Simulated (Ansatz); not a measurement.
Program: Ansatz. Geometries: PBE0-D4/def2-TZVP. ΔE: electronic, gas phase. CCSD(T)/CBS adds triple-zeta CCSD(T) − MP2 to the extrapolated MP2 energy (def2 sets, frozen cores). This one scheme is used for every species. Functionals use def2-TZVPP. HSE06 is defined as in plane-wave codes. For Ge outer-core shells are correlated without core-valence functions, which leaves a few kJ/mol of doubt a bond. Scalar relativity is left out up to krypton.

Consider the formal exchange of groups at the Si–Cl bond: `Cl[Si](Cl)(Cl)Cl` + GeH₄ → `Cl[Si](Cl)(Cl)[GeH3]` + HCl.

`Cl[Si](Cl)(Cl)Cl`:

Cartesian coordinates in Å:
```
Cl 0.023 1.616 -1.215
Si 0.000 0.000 0.000
Cl -1.210 -1.416 -0.785
Cl 1.874 -0.737 0.177
Cl -0.687 0.538 1.823
```

GeH₄:

Cartesian coordinates in Å:
```
Ge 0.000 0.000 0.000
H -1.383 0.513 0.421
H 0.653 -0.735 1.178
H 0.881 1.186 -0.414
H -0.150 -0.964 -1.184
```

`Cl[Si](Cl)(Cl)[GeH3]`:

Z-matrix (Å, degrees):
```
Si
Cl 1 2.043
Cl 1 2.043 2 108.2
Cl 1 2.043 2 108.2 3 116.9
Ge 1 2.371 2 110.7 3 -121.5
H 5 1.534 1 108.8 2 -180.0
H 5 1.534 1 108.8 2 -60.0
H 5 1.534 1 108.7 2 60.0
```

HCl:

Z-matrix (Å, degrees):
```
Cl
H 1 1.279
```

(1) Is it downhill or uphill in electronic energy at CCSD(T)/CBS, and by how much? (Best estimate.)

(2) What do these levels give: r2SCAN-D4, HSE06-D4, CAM-B3LYP, RPA@PBE/def2-TZVPP, HF/def2-QZVPP, HF/CBS(def2)? (Estimate.)

(3) What do rigid-rotor, harmonic-oscillator terms from PBE0-D4/def2-TZVP frequencies (298.15 K, 1 bar) make of the CCSD(T)/CBS value? (Estimate.)

Largest T1 diagnostic among the species: 0.012.

Results:

(1) Ansatz gave: Uphill: ΔE = +70.9 kJ/mol.

(2) Ansatz gave: r2SCAN-D4 74.2, HSE06-D4 66.8, CAM-B3LYP 76.5, RPA@PBE/def2-TZVPP 68.3, HF/def2-QZVPP 86.1, HF/CBS(def2) 86.2 kJ/mol.

(3) The calculation gave: ΔZPE = -2.5 kJ/mol, ΔH = +71.8 kJ/mol, ΔS = 27 J/(mol·K), ΔG = +63.7 kJ/mol.

From BLYP to BHLYP (50 % exact exchange), in def2-TZVPP and without D4, ΔE moves by +10.5 kJ/mol. Leaving LDA and LC-ωPBE aside and taking each functional with its dispersion term where it has one, the values, not all of them listed here, spread over 20.5 kJ/mol, from PBE-D4 to B97M-V. At CCSD(T), def2-SVP lies +4.5 kJ/mol from the extrapolated value and def2-TZVPP −0.8 kJ/mol.
